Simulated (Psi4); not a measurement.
CuI, charge -1, doublet, geometry from GFN2-xTB (such geometries of metal compounds can be far from the true shape) (the multiplicity is a formal guess) (all electrons, no relativity) (a gas-phase anion, which may not be bound at this level); Psi4 1.11 with PBE0/STO-3G.

The Psi4 input:
```
memory 2 GB

molecule mol {
-1 2
  Cu   -0.000000   -0.000000   -1.648459
  I     0.000000    0.000000    0.901987
}

set basis sto-3g
set reference uks
set scf_type pk

energy('pbe0')
print_variables()
```

It wrote (shortened):

```
   => Loading Basis Set <=

    Name: STO-3G
    Role: ORBITAL
    Keyword: BASIS

         ---------------------------------------------------------
                                   SCF
               by Justin Turney, Rob Parrish, Andy Simmonett
                          and Daniel G. A. Smith
                              UKS Reference
         ---------------------------------------------------------

  ==> Geometry <==

    Molecular point group: c2v
    Full point group: C_inf_v

    Geometry (in Angstrom), charge = -1, multiplicity = 2:

       Center              X                  Y                   Z               Mass
    ------------   -----------------  -----------------  -----------------  -----------------
         CU           0.000000000000     0.000000000000    -1.704978476136    62.929597720000
         I            0.000000000000     0.000000000000     0.845467523864   126.904471900000

  Running in c2v symmetry.

  Rotational constants: A = ************  B =      0.06160  C =      0.06160 [cm^-1]
  Rotational constants: A = ************  B =   1846.83123  C =   1846.83123 [MHz]
  Nuclear repulsion =  318.903192931663739

  Charge       = -1
  Multiplicity = 2
  Electrons    = 83
  Nalpha       = 42
  Nbeta        = 41

  ==> Algorithm <==

  SCF Algorithm Type is PK.
  DIIS enabled.
  MOM disabled.
  Fractional occupation disabled.
  Guess Type is SAD.
  Energy threshold   = 1.00e-06
  Density threshold  = 1.00e-06
  Integral threshold = 1.00e-12

  ==> Primary Basis <==

  Basis Set: STO-3G
    Blend: STO-3G
    Number of shells: 19
    Number of basis functions: 45
    Number of Cartesian functions: 48
    Spherical Harmonics?: true
    Max angular momentum: 2

  ==> DFT Potential <==

   => LibXC <=

    Version 7.1.2
    S. Lehtola, C. Steigemann, M. J. T. Oliveira, and M. A. L. Marques,  SoftwareX 7, 1–5 (2018) (10.1016/j.softx.2017.11.002)

   => Composite Functional: PBE0 <=

    PBE0 Hyb-GGA Exchange-Correlation Functional

    C. Adamo and V. Barone,  J. Chem. Phys. 110, 6158 (1999) (10.1063/1.478522)
    M. Ernzerhof and G. E. Scuseria,  J. Chem. Phys. 110, 5029 (1999) (10.1063/1.478401)

    Deriv               =              1
    GGA                 =           TRUE
    Meta                =          FALSE

    Exchange Hybrid     =           TRUE
    MP2 Hybrid          =          FALSE

   => Exchange Functionals <=

    0.7500   Perdew, Burke & Ernzerhof

   => Exact (HF) Exchange <=

    0.2500               HF

[...]
    SOCC [     0,    0,    0,    1 ]
    NA   [    21,    3,    9,    9 ]
    NB   [    21,    3,    9,    8 ]

   @UKS iter  92: -8471.76811597042251   -4.02753e+00   2.57115e-02 ADIIS/DIIS
   @UKS iter  93: -8468.40658350751437    3.36153e+00   5.71205e-02 ADIIS/DIIS
   @UKS iter  94: -8470.51264102541063   -2.10606e+00   4.49239e-02 ADIIS/DIIS
   @UKS iter  95: -8469.60155319526530    9.11088e-01   5.45986e-02 ADIIS/DIIS
   @UKS iter  96: -8469.82907866618189   -2.27525e-01   5.26255e-02 ADIIS/DIIS
   @UKS iter  97: -8469.65415340152504    1.74925e-01   5.39800e-02 ADIIS/DIIS
   @UKS iter  98: -8469.88298095645405   -2.28828e-01   5.16406e-02 ADIIS/DIIS
   @UKS iter  99: -8469.60940773798575    2.73573e-01   5.44394e-02 ADIIS/DIIS
    Occupation by irrep:
             A1    A2    B1    B2
    DOCC [    20,    2,    9,   10 ]
    SOCC [     1,    0,    0,    0 ]
    NA   [    21,    2,    9,   10 ]
    NB   [    20,    2,    9,   10 ]

   @UKS iter 100: -8470.01164226229230   -4.02235e-01   5.09590e-02 ADIIS/DIIS

PsiException: Could not converge SCF iterations in 100 iterations.

  Failed to converge.

Traceback (most recent call last):
  File "psi4", line 375, in <module>
  File "<string>", line 24, in <module>
  File "site-packages/psi4/driver/driver.py", line 533, in energy
  File "site-packages/psi4/driver/procrouting/proc.py", line 2760, in run_scf
  File "site-packages/psi4/driver/procrouting/proc.py", line 2047, in scf_helper
  File "site-packages/psi4/driver/procrouting/scf_proc/scf_iterator.py", line 93, in scf_compute_energy
  File "site-packages/psi4/driver/procrouting/scf_proc/scf_iterator.py", line 86, in scf_compute_energy
  File "site-packages/psi4/driver/procrouting/scf_proc/scf_iterator.py", line 609, in scf_iterate

psi4.driver.p4util.exceptions.SCFConvergenceError: Could not converge SCF iterations in 100 iterations.

Printing out the relevant lines from the Psithon --> Python processed input file:
    ""","mol")
    core.IO.set_default_namespace("mol")
    core.set_global_option("BASIS", "sto-3g")
    core.set_global_option("REFERENCE", "uks")
    core.set_global_option("SCF_TYPE", "pk")
--> energy('pbe0')
    print_variables()

!-------------------------------------------------------!
!                                                       !
!  Could not converge SCF iterations in 100 iterations. !
!                                                       !
!-------------------------------------------------------!
```

The run did not converge; its last values are not results.
